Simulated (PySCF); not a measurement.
C5H14Cl2GeSi, SMILES [CH3][Ge]([CH3])([CH3])[CH2]C[SiH](Cl)Cl. Geometry: PBE0-D3(BJ)/def2-SVP. The structure was generated by enumeration, and PubChem lists no compound with its InChIKey, so it may never have been made. The values are those of a single conformer.

Computed equilibrium geometry at PBE0-D3(BJ)/def2-SVP (PySCF confirms it by a frequency run) as bond lengths and angles (one conformer of several):
Atoms: Si1 Cl2 Cl3 C4 C5 Ge6 C7 C8 C9 H10 H11 H12 H13 H14 H15 H16 H17 H18 H19 H20 H21 H22 H23. Bond lengths (Å): Si1–Cl2 2.068, Si1–Cl3 2.066, Si1–C4 1.863, Si1–H10 1.485, C4–C5 1.530, C4–H11 1.105, C4–H12 1.104, C5–Ge6 1.970, C5–H13 1.103, C5–H14 1.104, Ge6–C7 1.956, Ge6–C8 1.957, Ge6–C9 1.955, C7–H15 1.100, C7–H16 1.100, C7–H17 1.100, C8–H18 1.101, C8–H19 1.100, C8–H20 1.100, C9–H21 1.100, C9–H22 1.100, C9–H23 1.100. Bond angles (°): Cl2–Si1–Cl3 108.7, Cl2–Si1–C4 109.0, Cl2–Si1–H10 107.5, Cl3–Si1–C4 110.0, Cl3–Si1–H10 107.9, C4–Si1–H10 113.6, Si1–C4–C5 112.9, Si1–C4–H11 107.1, Si1–C4–H12 107.2, C5–C4–H11 111.6, C5–C4–H12 111.6, H11–C4–H12 106.0, C4–C5–Ge6 113.7, C4–C5–H13 110.2, C4–C5–H14 110.7, Ge6–C5–H13 107.8, Ge6–C5–H14 107.9, H13–C5–H14 106.2, C5–Ge6–C7 108.8, C5–Ge6–C8 109.0, C5–Ge6–C9 109.0, C7–Ge6–C8 109.7, C7–Ge6–C9 110.1, C8–Ge6–C9 110.1, Ge6–C7–H15 110.5, Ge6–C7–H16 110.7, Ge6–C7–H17 111.1, H15–C7–H16 108.2, H15–C7–H17 108.0, H16–C7–H17 108.3, Ge6–C8–H18 110.8, Ge6–C8–H19 110.5, Ge6–C8–H20 111.1, H18–C8–H19 108.1, H18–C8–H20 108.3, H19–C8–H20 107.9, Ge6–C9–H21 110.7, Ge6–C9–H22 110.7, Ge6–C9–H23 110.8, H21–C9–H22 108.2, H21–C9–H23 108.2, H22–C9–H23 108.3.
